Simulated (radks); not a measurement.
The numbers below are computed, except where a source is named.
Ba29+, configuration [Ar] 3d9 (the NIST ground configuration). Level of theory: scalar-relativistic Kohn-Sham, r2SCAN, spin-polarised, spherical densities, finite nucleus; open shells are filled with parallel spins first (spin-orbit coupling, left out, can overturn this in heavy ions); meta-GGA in the generalised Kohn-Sham scheme; Fermi nuclear charge, rms radius 4.8378 fm (a radial shooting solver on a logarithmic mesh with Libxc functionals).

Unscreened Slater integrals over Kohn-Sham orbitals (cm^-1). They are taken over the spin-up orbitals.

integral    value
F0(3d,3d)  780160
F2(3d,3d)  396820
F4(3d,3d)  255100
F0(3d,3p)  731970
F2(3d,3p)  353930
G1(3d,3p)  391820
G3(3d,3p)  257290
F0(3d,3s)  725650
G2(3d,3s)  298000
F0(3p,3p)  703230
F2(3p,3p)  354500
F0(3p,3s)  697250
G1(3p,3s)  456480
F0(3s,3s)  692820

Derived for the open shells (J is the average intra-shell exchange parameter used in DFT+U). 3d: Racah B = F2/49 - 5 F4/441 = 5206 cm^-1, C = 35 F4/441 = 20250 cm^-1, C/B = 3.89, F4/F2 = 0.643, J = (F2 + F4)/14 = 46570 cm^-1.
